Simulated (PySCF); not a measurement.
B(vinyl)(OH)2 (C₂H₅BO₂), SMILES OB(C=C)O.

The structure is a stationary point at B3LYP-D3(BJ)/def2-SVP. Other conformers were not sampled.

Two levels are set side by side: TDA-PBE/def2-SVPD (PySCF) and TDA-ωB97X/def2-SVPD (PySCF). Vertical, same geometry. The lowest singlet is HOMO−2→LUMO 99 % with PBE and HOMO−1→LUMO 96 % with the other functional; states are paired by order. Differences are taken from unrounded values.

| quantity | TDA-ωB97X | TDA-PBE | TDA-PBE minus TDA-ωB97X |
|---|---|---|---|
| lowest singlet excitation (eV) | 6.92 | 6.17 | -0.75 |
| lowest triplet excitation (TDA) (eV) | 4.06 | 4.05 | -0.01 |
| first bright state (f over 0.05) (eV) | 7.34 | 7.02 | -0.32 |
| its oscillator strength | 0.51 | 0.48 | -0.03 |

Functionals without exact exchange tend to place singlet excitations lower, as here. Differences between two approximate levels are no errors against the true value.

Rough cost on one machine, each run with all the roots and properties that it gave: TDA-ωB97X against TDA-PBE about 4 times.
